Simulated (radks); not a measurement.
Question: Dy2.5+, configuration [Xe] 4f(up 7, down 2.5) (fractional occupations, a model configuration). All-electron calculation, non-relativistic Kohn-Sham, PBEsol, spin-polarised, spherical densities, point nucleus; relativity is left out, which matters for an element this heavy. Program: a radial shooting solver on a logarithmic mesh with Libxc functionals. Some entries of the table are withheld. Estimate them.

orbital,occ.,eigenvalue (eV),r(max) (bohr)
1s down,1,-50202.95,0.01524
1s up,1,-50202.95,0.01524
2s up,1,-8062.288,0.08339
2s down,1,-8062.199,0.08339
2p up,3,-7684.984,0.06487
2p down,3,-7684.931,0.06487
3s up,1,-1801.770,0.2316
3s down,1,-1799.473,0.2315
3p up,3,-1632.154,0.2191
3p down,3,-1630.061,0.2190
3d up,5,-1315.742,0.1743
3d down,5,-1314.229,0.1742
4s up,1,-366.7994,0.5269
4s down,1,-362.7809,0.5269
4p up,3,-299.6396,0.5312
4p down,3,-295.6404,0.5312
4d up,5,-179.3346,0.5357
4d down,5,-175.3767,0.5357
5s up,1,(1),1.233
5s down,1,(2),1.243
5p up,3,-45.4316,1.345
5p down,3,-44.1796,1.360
4f up,7,-30.9777,0.5259
4f down,2.5,-27.4191,0.5280

Answer: 
(1) 5s up eigenvalue (eV): -63.6309
(2) 5s down eigenvalue (eV): -62.0223
